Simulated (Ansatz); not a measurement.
Cl$_{2}$GeI, SMILES `[Cl][Ge]([Cl])[I]` radical, relaxed with UKS PBE0-D4/def2-TZVP in the Gaussian-basis code of Ansatz from a PBE-D4/def2-SVP geometry. The force threshold is 0.005 eV/Å; the program also tests the step.

The species carries charge 0 and has multiplicity 2. I: def2 effective core potential.

Start:

```xyz
4

Cl   -1.070   -1.806    0.168
Ge   -0.509    0.310    0.021
Cl    0.321    0.610   -1.989
I     1.258    0.886    1.800
```

(1) By how much does the energy fall, and how many steps does the optimiser take? (An estimate is asked.)

(2) Which bonds change most? (Best estimate.)

(3) Give the relaxed structure. (Best estimate.)

Answers

(1) The calculation gave: 3.42 kJ/mol, in 3 steps.

(2) The calculation gave: Ge2–I4 from 2.573 to 2.525 Å; Ge2–Cl3 from 2.195 to 2.154 Å; Cl1–Ge2 from 2.195 to 2.154 Å.

(3) The calculation gave: 
```xyz
4

Cl   -1.050   -1.773    0.166
Ge   -0.499    0.305    0.020
Cl    0.315    0.598   -1.953
I     1.234    0.869    1.768
```
